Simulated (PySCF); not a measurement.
PbHCl, SMILES [Cl][PbH] (connectivity only; charge and spin as stated), neutral, multiplicity 1.

Coordinates come from a B3LYP-D3(BJ)/def2-TZVP optimisation. The def2 effective core potentials stand for the cores of Pb; spin–orbit coupling is left out.

All values below come from r2SCAN/def2-TZVPD (PySCF).

Gas-phase values at a fixed geometry.

total energy: -653.78074 hartree
point group: Cs
highest occupied level: -6.34 eV
lowest empty level: -3.60 eV
orbital gap: 2.74 eV
dipole moment: 3.84 D
quadrupole, principal values (traceless, Buckingham form, about the centre of nuclear charge): -5.10, -2.91, 8.01 D·Å
mean static polarisability: 61.9 bohr³ (9.17 Å³)
polarisability, principal values: 44.1, 63.6, 78.0 bohr³
